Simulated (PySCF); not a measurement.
How methods differ on the ionisation energy of Tc

Tc [Kr] 4d5 5s2 (6S) → Tc⁺ [Kr] 4d5 5s1 (7S), as a difference of total energies. All numbers are calculated (PySCF 2.14, a scalar-relativistic core potential, in def2-SVP with the def2 core potential (28 electrons) (5s3p2d1f, 31 functions)). Correlated levels: valence: 4s2 4p6 frozen. The calculations carry no spin-orbit coupling.

Order these methods by the ionisation energy they give, lowest first.
A. SCS-MP2 (valence)
B. MN15
C. UHF
D. PBE

C (5.544 eV), A (6.637 eV), D (6.914 eV), B (7.197 eV).

Errors of the correlated levels include the incompleteness of this basis and the frozen core.

MP2 underrates the near-degeneracy of ns² with np² in the lower species.

For comparison: 7.119 eV (measured; NIST Atomic Spectra Database, ionization energies).
